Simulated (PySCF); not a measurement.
HSi, SMILES [SiH] (connectivity only; charge and spin as stated), charge +1, multiplicity 1. Geometry: PBE-D3(BJ)/def2-TZVPD.

TDDFT-ωB97X/def2-TZVPD (PySCF) puts the lowest singlet excitations at 3.26, 3.26, 9.88, 10.23, 10.23, 10.77 eV.

Problem. What are the lowest excitation roots from ADC(3)/aug-cc-pVDZ (PySCF 2.14.0)? (The exact figures need the calculation; the answer reports its results.)

Solution. 3.17, 3.17, 6.91, 9.16, 9.16, 9.86 eV. S1 differs by -0.09 eV (second minus first; roots are paired by order, and the bases may differ).
